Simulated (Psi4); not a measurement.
C$_{4}$H$_{7}$ (SMILES [CH-]1CCC1), charge -1, singlet, at a GFN2-xTB geometry (a gas-phase anion, which may not be bound at this level), with bond 10-4 at 3.0 times its length; Psi4 with HF/3-21G.

Psi4 was given this input:
```
memory 2 GB

molecule {
-1 1
  C     0.00517132    1.09925244   -0.34269289
  C    -0.00709196   -1.01871233   -0.00830742
  C    -1.07652487    0.07011928    0.08516265
  C     1.07848492    0.05524076    0.06995662
  H     0.01625217    1.98354431    0.36244730
  H    -0.01744288   -1.52642944   -0.97846478
  H    -0.00686701   -1.79084704    0.77907723
  H    -1.49140270    0.13217959    1.11834808
  H    -1.94429847   -0.05926635   -0.58796451
  H     2.36918392    0.22391738    3.15162328
  H     1.93480455   -0.08604828   -0.61533597
}

set basis 3-21g
set reference uhf
set stability_analysis follow
set scf_type pk

energy('scf')
print_variables()
```

Output, abridged:

```
   => Loading Basis Set <=

    Name: 3-21G
    Role: ORBITAL
    Keyword: BASIS

         ---------------------------------------------------------
                                   SCF
               by Justin Turney, Rob Parrish, Andy Simmonett
                          and Daniel G. A. Smith
                              UHF Reference
         ---------------------------------------------------------

  ==> Geometry <==

    Molecular point group: c1
    Full point group: C1

    Geometry (in Angstrom), charge = -1, multiplicity = 1:

       Center              X                  Y                   Z               Mass
    ------------   -----------------  -----------------  -----------------  -----------------
         C           -0.010584512635     1.074930029348    -0.359120727414    12.000000000000
         C           -0.022847792635    -1.043034740652    -0.024735257414    12.000000000000
         C           -1.092280702635     0.045796869348     0.068734812586    12.000000000000
         C            1.062729087365     0.030918349348     0.053528782586    12.000000000000
         H            0.000496337365     1.959221899348     0.346019462586     1.007825032230
         H           -0.033198712635    -1.550751850652    -0.994892617414     1.007825032230
         H           -0.022622842635    -1.815169450652     0.762649392586     1.007825032230
         H           -1.507158532635     0.107857179348     1.101920242586     1.007825032230
         H           -1.960054302635    -0.083588760652    -0.604392347414     1.007825032230
         H            2.353428087365     0.199594969348     3.135195442586     1.007825032230
         H            1.919048717365    -0.110370690652    -0.631763807414     1.007825032230

  Running in c1 symmetry.

  Rotational constants: A =      0.33173  B =      0.28915  C =      0.20727 [cm^-1]
  Rotational constants: A =   9944.89163  B =   8668.48385  C =   6213.68389 [MHz]
  Nuclear repulsion =  114.573067524528241

  Charge       = -1
  Multiplicity = 1
  Electrons    = 32
  Nalpha       = 16
  Nbeta        = 16

  ==> Algorithm <==

  SCF Algorithm Type is PK.
  DIIS enabled.
  MOM disabled.
  Fractional occupation disabled.
  Guess Type is SAD.
  Energy threshold   = 1.00e-06
  Density threshold  = 1.00e-06
  Integral threshold = 1.00e-12

  ==> Primary Basis <==

  Basis Set: 3-21G
    Blend: 3-21G
    Number of shells: 34
    Number of basis functions: 50
    Number of Cartesian functions: 50
    Spherical Harmonics?: false
    Max angular momentum: 1

  ==> Integral Setup <==

  Using in-core PK algorithm.
   Calculation information:
      Number of atoms:                  11
      Number of AO shells:              34
      Number of primitives:             57
      Number of atomic orbitals:        50
      Number of basis functions:        50

      Integral cutoff                 1.00e-12
      Number of threads:                 1

  Performing in-core PK
  Using 1626900 doubles for integral storage.
  We computed 163801 shell quartets total.
  Whereas there are 177310 unique shell quartets.

  ==> DiskJK: Disk-Based J/K Matrices <==

    J tasked:                  Yes
    K tasked:                  Yes
    wK tasked:                  No
    Schwarz Cutoff:          1E-12

  Minimum eigenvalue in the overlap matrix is 8.3574717743E-03.
  Reciprocal condition number of the overlap matrix is 1.7253923064E-03.
    Using symmetric orthogonalization.

  ==> Pre-Iterations <==

  SCF Guess: Superposition of Atomic Densities via on-the-fly atomic UHF (no occupation information).

   -------------------------
    Irrep   Nso     Nmo
   -------------------------
     A         50      50
   -------------------------
    Total      50      50
   -------------------------

  ==> Iterations <==

                        Total Energy        Delta E     RMS |[F,P]|

   @UHF iter SAD:  -153.51431950217227   -1.53514e+02   0.00000e+00
[...]
    Wavefunction unstable!
    Rotating orbitals by 0.5 * pi / 2 radians along unstable eigenvector.
[...]
   @UHF iter  67:  -154.35796293710666   -1.15041e-04   6.29925e-05 DIIS
   @UHF iter  68:  -154.35787684562484    8.60915e-05   5.55545e-05 DIIS
   @UHF iter  69:  -154.35794168324676   -6.48376e-05   6.07083e-05 DIIS
   @UHF iter  70:  -154.35794991213828   -8.22889e-06   6.18230e-05 DIIS
   @UHF iter  71:  -154.35781021361464    1.39699e-04   6.17718e-05 DIIS
   @UHF iter  72:  -154.35781036439354   -1.50779e-07   6.15675e-05 DIIS
   @UHF iter  73:  -154.35771963060722    9.07338e-05   7.99496e-05 DIIS
   @UHF iter  74:  -154.35809647231955   -3.76842e-04   8.58786e-05 DIIS
   @UHF iter  75:  -154.35799143147463    1.05041e-04   6.64244e-05 DIIS
   @UHF iter  76:  -154.35799277889726   -1.34742e-06   6.66589e-05 DIIS
   @UHF iter  77:  -154.35799440028538   -1.62139e-06   6.68011e-05 DIIS
   @UHF iter  78:  -154.35800180671305   -7.40643e-06   6.81061e-05 DIIS
   @UHF iter  79:  -154.35801974954367   -1.79428e-05   7.13469e-05 DIIS
   @UHF iter  80:  -154.35801324387111    6.50567e-06   7.00367e-05 DIIS
   @UHF iter  81:  -154.35795115543704    6.20884e-05   6.00008e-05 DIIS
   @UHF iter  82:  -154.35796728920218   -1.61338e-05   6.22389e-05 DIIS
   @UHF iter  83:  -154.35796385483673    3.43437e-06   6.18493e-05 DIIS
   @UHF iter  84:  -154.35770066914142    2.63186e-04   8.88880e-05 DIIS
   @UHF iter  85:  -154.35786475177369   -1.64083e-04   5.46906e-05 DIIS
   @UHF iter  86:  -154.35783942550731    2.53263e-05   5.53660e-05 DIIS
   @UHF iter  87:  -154.35791091851891   -7.14930e-05   5.66195e-05 DIIS
   @UHF iter  88:  -154.35789287379134    1.80447e-05   5.55755e-05 DIIS
   @UHF iter  89:  -154.35785144190686    4.14319e-05   5.51546e-05 DIIS
   @UHF iter  90:  -154.35784235881658    9.08309e-06   5.56142e-05 DIIS
   @UHF iter  91:  -154.35786302636785   -2.06676e-05   5.41328e-05 DIIS
   @UHF iter  92:  -154.35784638011023    1.66463e-05   5.37901e-05 DIIS
   @UHF iter  93:  -154.35783101903772    1.53611e-05   5.44117e-05 DIIS
   @UHF iter  94:  -154.35785529563694   -2.42766e-05   4.97290e-05 DIIS
   @UHF iter  95:  -154.35730525455864    5.50041e-04   1.90184e-04 DIIS/ADIIS
   @UHF iter  96:  -154.35786863520764   -5.63381e-04   5.04300e-05 DIIS
   @UHF iter  97:  -154.35790291727281   -3.42821e-05   5.05011e-05 DIIS
   @UHF iter  98:  -154.35793220967531   -2.92924e-05   5.39498e-05 DIIS
   @UHF iter  99:  -154.35777548989458    1.56720e-04   6.18359e-05 DIIS
   @UHF iter 100:  -154.35742246082674    3.53029e-04   1.59747e-04 DIIS/ADIIS

PsiException: Could not converge SCF iterations in 100 iterations.

Traceback (most recent call last):
  File "psi4", line 375, in <module>
  File "<string>", line 34, in <module>
  File "site-packages/psi4/driver/driver.py", line 533, in energy
  File "site-packages/psi4/driver/procrouting/proc.py", line 2760, in run_scf
  File "site-packages/psi4/driver/procrouting/proc.py", line 2047, in scf_helper
  File "site-packages/psi4/driver/procrouting/scf_proc/scf_iterator.py", line 99, in scf_compute_energy
  File "site-packages/psi4/driver/procrouting/scf_proc/scf_iterator.py", line 674, in scf_finalize_energy
  File "site-packages/psi4/driver/procrouting/scf_proc/scf_iterator.py", line 609, in scf_iterate

psi4.driver.p4util.exceptions.SCFConvergenceError: Could not converge SCF iterations in 100 iterations.

Printing out the relevant lines from the Psithon --> Python processed input file:
    core.IO.set_default_namespace("")
    core.set_global_option("BASIS", "3-21g")
    core.set_global_option("REFERENCE", "uhf")
    core.set_global_option("STABILITY_ANALYSIS", "follow")
    core.set_global_option("SCF_TYPE", "pk")
--> energy('scf')
    print_variables()

!-------------------------------------------------------!
!                                                       !
!  Could not converge SCF iterations in 100 iterations. !
!                                                       !
!-------------------------------------------------------!
```

The run did not converge; its last values are not results.
